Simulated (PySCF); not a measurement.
**Working with the constants of CaPb**

ROHF-CCSD(T) constants of CaPb, triplet, unpaired electrons π ↑↑ (basis Ca def2-SVP, Pb def2-SVP with ECP60; scalar-relativistic core potentials; PySCF 2.14; masses 39.9626 and 207.9766 u):

```
ωe            : 148.2 cm⁻¹
ωexe          : 0.604 cm⁻¹
Be            : 0.049972 cm⁻¹
αe            : 0.000250 cm⁻¹
De to Ca + Pb : 0.87 eV
```

Q: What force constant and bond length do these constants imply?

A: Reduced mass μred = 33.521 u; k = 5.8918×10⁻⁷·μred·ωe² (u, cm⁻¹, mdyn/Å) = 0.434 mdyn/Å; Re = √(16.8576/(μred·Be)) (u, cm⁻¹, Å) = 3.172 Å.

Q: Estimate the centrifugal constant D from the Kratzer relation and find the Dunham coefficient a1.

A: D = 4Be³/ωe² = 2.27e-08 cm⁻¹; a1 = −1 − αeωe/(6Be²) = -3.47.

Correlated steps freeze 9 core orbitals. Correlated levels converge slowly with the basis: in double zeta they bind strong bonds too weakly, by up to about 1 eV, and carry superposition errors of some tenths. Spin–orbit coupling is left out, which matters for elements this heavy, above all for dissociation energies. The CCSD T1 diagnostic is raised, a sign that a single reference may not be enough here. The state was picked by a PBE0 search and need not be the measured ground state.
